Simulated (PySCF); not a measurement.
## Excitation energy of Si+ by level of theory

Si+ [Ne] 3s2 3p1 (2P) → Si+ [Ne] 3s1 3p2 (4P), as a difference of total energies. Calculation: PySCF 2.14, in def2-QZVPPD; the non-relativistic Hamiltonian (point nucleus). Correlated levels: valence: [Ne] frozen; valence and next inner shell: 1s2 frozen. The calculations carry no spin-orbit coupling.

| method | excitation energy (eV) |
| --- | --- |
| UHF | 3.870 |
| LDA | 5.342 |
| PBE | 5.219 |
| PBE0 | 5.059 |
| r2SCAN | 4.647 |
| PBEsol | 5.102 |
| PW91 | 5.217 |
| LC-wPBE | 4.895 |
| BP86 | 5.256 |
| MP2 (valence) | 4.787 |
| SCS-MP2 (valence) | 5.152 |
| MP2 (valence and next inner shell) | 4.983 |
| SCS-MP2 (valence and next inner shell) | 5.302 |

Question: How much does correlation contribute at MP2 (valence and next inner shell)?

Answer: 4.983 − (3.870) = 1.113 eV, measured against UHF.

Errors of the correlated levels include the incompleteness of this basis and the frozen core.

For comparison: 5.308 eV (measured; NIST levels, between the centres of gravity of the two terms).
